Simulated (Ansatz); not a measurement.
Consider the silylene formation by 1,1-elimination: `[AlH2][SiH2]O[SiH3]` → `[AlH3]` + `[SiH]O[SiH3]`.

Computed with Ansatz on PBE0-D4/def2-TZVP structures; ΔE is electronic, products minus reactants. CCSD(T)/CBS is the MP2 limit (def2-TZVPP, def2-QZVPP) plus CCSD(T) − MP2 in def2-TZVPP, frozen cores. This one scheme is used for every species. Functionals use def2-TZVPP. B3LYP here is the variant with VWN-RPA as its local correlation; programs differ in this. Each species was taken in one conformer, which may not be the lowest.

`[AlH2][SiH2]O[SiH3]`:

Z-matrix (Å, degrees):
```
Si
O 1 1.650
Al 1 2.463 2 110.9
H 1 1.497 2 108.9 3 122.8
H 1 1.497 2 108.9 3 -122.9
Si 2 1.635 1 142.4 3 178.6
H 3 1.588 1 121.8 2 0.7
H 3 1.590 1 118.9 2 -179.3
H 6 1.487 2 110.3 1 63.1
H 6 1.483 2 108.2 1 -177.1
H 6 1.487 2 110.3 1 -57.3
```

`[AlH3]`:

```xyz
4

Al    0.000    0.000    0.000
H     1.041    0.484    1.094
H    -0.652    1.050   -0.994
H    -0.390   -1.534   -0.099
```

`[SiH]O[SiH3]`:

Z-matrix (Å, degrees):
```
Si
O 1 1.652
H 1 1.483 2 108.5
H 1 1.486 2 109.8 3 120.4
H 1 1.483 2 108.5 3 -119.2
Si 2 1.645 1 142.3 3 -121.3
H 6 1.549 2 97.6 1 0.1
```

(1) Is it downhill or uphill in electronic energy at CCSD(T)/CBS, and by how much? (An estimate is asked.)

(2) What do these levels give: r2SCAN-D4, PBE0-D4, ωB97X-V, PBE, r2SCAN, PBE0, B3LYP, MP2/def2-TZVPP, SCS-MP2/def2-TZVPP, HF/def2-QZVPP, HF/CBS(def2), MP2/CBS(def2)? (Estimate.)

Largest T1 diagnostic among the species: 0.014.

## Answers

(1) Ansatz gave: Uphill: ΔE = +185.8 kJ/mol.

(2) Computed: r2SCAN-D4 203.9, PBE0-D4 202.2, ωB97X-V 193.8, PBE 185.6, r2SCAN 202.1, PBE0 196.9, B3LYP 168.8, MP2/def2-TZVPP 188.5, SCS-MP2/def2-TZVPP 179.7, HF/def2-QZVPP 172.7, HF/CBS(def2) 172.7, MP2/CBS(def2) 194.5 kJ/mol.

The D4 term adds +9.2 kJ/mol with B3LYP and +5.3 kJ/mol with PBE0; it sums over pairs of atoms, weighted by their polarisabilities, and B3LYP, whose exchange is more repulsive, gets the larger term. From PBE to PBE0 (25 % exact exchange), in def2-TZVPP and without D4, ΔE moves by +11.3 kJ/mol. In def2-TZVPP, CCSD(T) changes the Hartree–Fock value by +7.0 kJ/mol (the triples alone add +1.5 kJ/mol) and MP2 by +15.7 kJ/mol.
